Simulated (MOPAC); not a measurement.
MOPAC input (PM7):

```
PM7 FORCE THERMO(298,298) PRECISE LET CHARGE=-1 GEO-OK AUX(PRECISION=9) THREADS=1
H2BOSe

B    -0.70016744 1    0.83304643 1   -0.97400566 1
H    -1.30840635 1    0.12808770 1   -1.68793038 1
O    -0.50947492 1    2.05637052 1   -0.84292793 1
Se    0.22761058 1   -0.60680671 1    0.34772182 1
H     0.96710750 1    0.31858881 1    1.20939076 1
```

Which zero-point energy does it print?

13.19 kcal/mol, from the harmonic wavenumbers of PM7.
